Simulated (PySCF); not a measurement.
Excitations are Tamm–Dancoff values on a coarser integration grid. The basis has no diffuse functions, so Rydberg states are missing or too high.

Cartesian coordinates (Å):
SMILES: [Br][Ga]([OH])[OH]
```xyz
6

O     -1.2836    -0.8129    -0.1173
Ga     0.0914     0.3173    -0.0077
O      1.7314    -0.3356     0.1916
Br    -0.2007     2.5676    -0.1169
H     -2.1315    -0.3636    -0.2225
H      1.7303    -1.3014     0.2262
```
Charge 0, spin multiplicity 1.

Task: Estimate the S1 oscillator strength, HOMO, HOMO–LUMO gap, S1–T1 gap (TDA), T1 excitation (TDA), total energy, dipole moment and S1 excitation (TDA) that TPSSh-D3(BJ)/def2-TZVP in PySCF 2.14.0 returns for this input.

Result: 
- S1 oscillator strength = 0.001
- HOMO = -8.01 eV
- HOMO–LUMO gap = 6.25 eV
- S1–T1 gap (TDA) = 0.41 eV
- T1 excitation (TDA) = 5.40 eV
- total energy = -4650.7433 Ha
- dipole moment = 1.51 D
- S1 excitation (TDA) = 5.81 eV
